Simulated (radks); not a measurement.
In7+, 42 electrons, occupied as [Kr] 4d6. Calculated with a radial shooting solver on a logarithmic mesh with Libxc functionals: scalar-relativistic Kohn-Sham, LDA (Slater exchange, VWN5 correlation), spin-polarised, spherical densities, finite nucleus; open shells are filled with parallel spins first (spin-orbit coupling, left out, can overturn this in heavy ions); Fermi nuclear charge, rms radius 4.6156 fm.

Normalised radial functions P(r) = r R(r), r in bohr:

| r | 3d down | 4s down | 4d up |
|---|---|---|---|
| 0.001021 | 0.0000 | 0.0549 | 0.0000 |
| 0.00116 | 0.0000 | 0.0614 | 0.0000 |
| 0.001319 | 0.0000 | 0.0686 | 0.0000 |
| 0.001499 | 0.0000 | 0.0766 | 0.0000 |
| 0.001703 | 0.0000 | 0.0854 | 0.0000 |
| 0.001936 | 0.0000 | 0.0951 | 0.0000 |
| 0.0022 | 0.0000 | 0.1057 | 0.0000 |
| 0.002521 | 0.0001 | 0.1180 | 0.0000 |
| 0.002865 | 0.0001 | 0.1306 | 0.0000 |
| 0.003256 | 0.0001 | 0.1441 | 0.0001 |
| 0.003701 | 0.0002 | 0.1585 | 0.0001 |
| 0.004207 | 0.0003 | 0.1738 | 0.0001 |
| 0.004781 | 0.0004 | 0.1898 | 0.0002 |
| 0.005434 | 0.0006 | 0.2063 | 0.0002 |
| 0.006176 | 0.0008 | 0.2229 | 0.0004 |
| 0.007019 | 0.0012 | 0.2394 | 0.0005 |
| 0.007978 | 0.0017 | 0.2552 | 0.0007 |
| 0.009067 | 0.0024 | 0.2696 | 0.0010 |
| 0.01031 | 0.0035 | 0.2818 | 0.0015 |
| 0.01181 | 0.0051 | 0.2912 | 0.0021 |
| 0.01342 | 0.0072 | 0.2954 | 0.0030 |
| 0.01525 | 0.0101 | 0.2937 | 0.0043 |
| 0.01733 | 0.0143 | 0.2847 | 0.0060 |
| 0.0197 | 0.0201 | 0.2666 | 0.0084 |
| 0.02239 | 0.0281 | 0.2380 | 0.0118 |
| 0.02545 | 0.0391 | 0.1974 | 0.0164 |
| 0.02892 | 0.0541 | 0.1438 | 0.0227 |
| 0.03287 | 0.0743 | 0.0771 | 0.0312 |
| 0.03736 | 0.1014 | -0.0020 | 0.0425 |
| 0.04246 | 0.1373 | -0.0914 | 0.0575 |
| 0.04826 | 0.1840 | -0.1871 | 0.0770 |
| 0.05485 | 0.2442 | -0.2829 | 0.1020 |
| 0.06284 | 0.3255 | -0.3758 | 0.1356 |
| 0.07142 | 0.4210 | -0.4438 | 0.1747 |
| 0.08118 | 0.5365 | -0.4816 | 0.2216 |
| 0.09226 | 0.6726 | -0.4776 | 0.2760 |
| 0.1049 | 0.8281 | -0.4228 | 0.3369 |
| 0.1192 | 0.9994 | -0.3123 | 0.4019 |
| 0.1355 | 1.1799 | -0.1485 | 0.4668 |
| 0.154 | 1.3596 | 0.0568 | 0.5258 |
| 0.175 | 1.5254 | 0.2816 | 0.5712 |
| 0.1989 | 1.6623 | 0.4945 | 0.5938 |
| 0.226 | 1.7546 | 0.6582 | 0.5840 |
| 0.2569 | 1.7887 | 0.7358 | 0.5331 |
| 0.292 | 1.7558 | 0.6988 | 0.4349 |
| 0.3345 | 1.6455 | 0.5204 | 0.2765 |
| 0.3802 | 1.4776 | 0.2328 | 0.0808 |
| 0.4321 | 1.2625 | -0.1356 | -0.1491 |
| 0.4911 | 1.0212 | -0.5305 | -0.3956 |
| 0.5582 | 0.7775 | -0.8888 | -0.6359 |
| 0.6344 | 0.5537 | -1.1528 | -0.8452 |
| 0.721 | 0.3662 | -1.2845 | -1.0004 |
| 0.8195 | 0.2230 | -1.2743 | -1.0846 |
| 0.9314 | 0.1240 | -1.1427 | -1.0912 |
| 1.059 | 0.0623 | -0.9318 | -1.0245 |
| 1.203 | 0.0280 | -0.6914 | -0.8990 |
| 1.367 | 0.0111 | -0.4653 | -0.7358 |
| 1.567 | 0.0035 | -0.2725 | -0.5480 |
| 1.78 | 0.0010 | -0.1464 | -0.3815 |
| 2.024 | 0.0002 | -0.0693 | -0.2423 |
| 2.3 | 0.0000 | -0.0284 | -0.1388 |
| 2.614 | 0.0000 | -0.0100 | -0.0708 |
| 2.971 | 0.0000 | -0.0029 | -0.0317 |
| 3.377 | 0.0000 | -0.0007 | -0.0122 |

3d down: eigenvalue -549.52 eV, 0 radial nodes, <r> = 0.324 bohr, 90 % of the charge inside 0.511 bohr. 4s down: eigenvalue -227.86 eV, 3 radial nodes at r = 0.0372, 0.149, 0.413 bohr, <r> = 0.826 bohr, 90 % of the charge inside 1.19 bohr. 4d up: eigenvalue -125.11 eV, 1 radial node at r = 0.398 bohr, <r> = 1.01 bohr, 90 % of the charge inside 1.52 bohr.
